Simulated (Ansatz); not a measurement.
FH5OSiSn: structure from calculated spectroscopic constants

These gas-phase data were calculated for one isomer of FH5OSiSn at r2SCAN-D4/def2-SVP (harmonic, unscaled wavenumbers; equilibrium rotational constants with average atomic masses):

| Property | Result |
| --- | --- |
| rotational constants | 5.909, 1.317, 1.155 GHz |
| all wavenumbers above 1500 cm⁻¹ | 3883, 2266, 1926, 1918, 1903 |

Candidates:

(1) `O[Si@H](F)[SnH3]`, a singlet
(2) `F[SiH2][O][SnH3]`, a singlet

Q: Assign the data to one candidate and say why.

A: Candidate (1). The band at 3883 cm⁻¹ lies where the O–H stretch is expected; (2) has no mode between 3300 and 4000 cm⁻¹.

The same quantities for all candidates:

```tsv
	rotational constants (GHz)	wavenumbers above 1500 cm⁻¹	E above the lowest, r2SCAN-D4/def2-SVP (kcal/mol)
(1)	5.909, 1.317, 1.155	3883, 2266, 1926, 1918, 1903	4.0
(2)	8.409, 1.269, 1.138	2254, 2252, 1962, 1949, 1936	0.0
```

Harmonic stretches to hydrogen usually lie a few per cent above observed fundamentals. Each candidate is one conformer. Atoms past krypton carry core potentials. Programs: Ansatz 0.2.0.
